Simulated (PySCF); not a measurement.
GaF, SMILES [F][Ga] (connectivity only; charge and spin as stated), neutral, multiplicity 1. Atoms are numbered in the order given.

```xyz
2

Ga     0.0000     0.0000    -0.4056
F      0.0000     0.0000     1.3971
```

Coordinates come from a B3LYP-D3(BJ)/def2-TZVPD optimisation.

Level of theory: PySCF with TDA-ωB97X/def2-TZVPD.

Vertical excitations; the highest root listed may be one member of a degenerate set. Gas-phase values at a fixed geometry.

Computed UV-visible absorptions:
| state | energy (eV) | λ (nm) | f | main pairs |
|---|---|---|---|---|
| S1 | 5.92 | 210 | 0.338 | HOMO→LUMO (degenerate set) |
| S2 | 5.92 | 210 | 0.338 | HOMO→LUMO+1 (degenerate set) |
| S3 | 7.54 | 164 | 0.437 | HOMO→LUMO+2 45 %, HOMO→LUMO+3 43 % |
| S4 | 7.77 | 160 | 0.000 | HOMO−1→LUMO 48 %, HOMO−2→LUMO+1 48 % |
| S5 | 7.85 | 158 | 0.000 | HOMO−2→LUMO+1, HOMO−1→LUMO (degenerate set) |
| S6 | 7.85 | 158 | 0.000 | HOMO−1→LUMO+1, HOMO−2→LUMO (degenerate set) |
| S7 | 8.20 | 151 | 0.010 | HOMO→LUMO+3 54 %, HOMO→LUMO+2 42 % |
| S8 | 9.10 | 136 | 0.315 | HOMO−1→LUMO+1 38 %, HOMO−2→LUMO 38 %, HOMO→LUMO+2 11 % |
| S9 | 9.25 | 134 | 0.000 | HOMO→LUMO+5 (degenerate set) |
| S10 | 9.25 | 134 | 0.000 | HOMO→LUMO+4 (degenerate set) |
| T1 | 4.33 | 286 | 0 | HOMO→LUMO+1 (degenerate set) |
| T2 | 4.33 | 286 | 0 | HOMO→LUMO (degenerate set) |
| T3 | 6.71 | 185 | 0 | HOMO→LUMO+2 63 %, HOMO→LUMO+3 27 % |
| T4 | 7.53 | 165 | 0 | HOMO−2→LUMO 47 %, HOMO−1→LUMO+1 47 % |
Triplets are in the Tamm–Dancoff approximation.
